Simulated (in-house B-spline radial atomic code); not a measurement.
How numerical settings move a run on Ne II (Ne+), [He] 2s2 2p5. Computed with an all-electron radial atomic-structure program (B-spline basis): scalar-relativistic (X2C) TPSS, spherical fractional occupations, Fermi nucleus of rms radius 3.0055 fm.

Command:
```bash
python run_scf.py task.json out
```
Settings of the sound reference run:
```
Z                10
electrons        9
configuration    [He] 2s2 2p5
hamiltonian      x2c
method           tpss,tpss
spin_polarised   False
nucleus          fermi
rms_radius       3.0055
mass_number      20
atomic_mass      19.99244
speed_of_light   137.036
knot_spacing     0.22
spline_order     8
gauss_points     12
box_radius       35.29
max_iterations   70
damping          0.5
damped_steps     3
diis_vectors     10
tolerance        1e-08
start            Thomas-Fermi
```

Cost of the run: 0.19 s on 1 thread of Arm Neoverse V2 (shared host).

It converges in 8 iterations to -128.287904 hartree, with 2p at -32.4602 eV. The other runs change the listed settings, some to values that make no sense; their results aren't properties of the atom or ion. Radii are in bohr (the nuclear one in fm), a minus after a letter asks for a j subshell, and «unchanged» means within 1e-8 hartree. The run stops when the residual is below 10 × tolerance × max(1, Z/10), or a noise floor if that is larger, and the energy moves by less than 1e-8 × √|E| hartree; so very loose and very tight tolerances often act alike.

| changed settings | outcome |
| --- | --- |
| first_knot = 0.01 | converged in 8 iterations, energy +7.12e-05 hartree from the reference, 2p level -1.9e-05 eV |
| first_knot = 0.001 | converged in 8 iterations, energy -9.70e-06 hartree from the reference, 2p level +3.8e-05 eV |
| first_knot = 0.0001 | converged in 8 iterations, energy -6.22e-07 hartree from the reference, 2p level -9.6e-06 eV |
| electrons = 11, configuration = [He] 2s2 2p7, max_iterations = 60 | stopped with error: shell 2p holds at most 6 electrons |
| first_knot = 0.3 | converged in 8 iterations, energy +9.89e-02 hartree from the reference, 2p level -1.2e-02 eV |
| first_knot = 0.03 | converged in 8 iterations, energy +9.81e-04 hartree from the reference, 2p level -1.3e-04 eV |
| start = bare nucleus | converged in 8 iterations, energy unchanged |
| diis_vectors = 2 | converged in 8 iterations, energy unchanged, 2p level -3.6e-07 eV |
| knot_spacing = 0.75, box_radius = 1.41, max_iterations = 60, start = bare nucleus | converged in 7 iterations, energy +4.94e+00 hartree from the reference, 2p level +4.7e+01 eV (the program warns: 2p has a positive eigenvalue: unbound, held by the box; 2s reaches the box edge) |
| spline_order = 7, box_radius = 10.59, max_iterations = 50 | converged in 8 iterations, energy -9.25e-07 hartree from the reference, 2p level +3.8e-05 eV |
| electrons = 12, configuration = [He] 2s2 2p5 3s3, max_iterations = 75 | stopped with error: shell 3s holds at most 2 electrons |
| first_knot = 0.1 | converged in 8 iterations, energy +1.12e-02 hartree from the reference, 2p level -1.3e-03 eV |

Task: What happens with knot_spacing = 0.55, max_iterations = 75, start = bare nucleus?

Result: Converged in 8 iterations, energy +7.96e-04 hartree from the reference, 2p level +2.2e-03 eV.

Task: What happens with diis_vectors = 0?

Result: Converged in 14 iterations, energy unchanged, 2p level -3.5e-07 eV.

Task: What happens with diis_vectors = 1?

Result: Converged in 22 iterations, energy unchanged, 2p level +2.0e-05 eV.

Task: What happens with hamiltonian = dirac, method = scan,scan?

Result: Stopped with error: meta-GGAs are not served with the Dirac Hamiltonian.
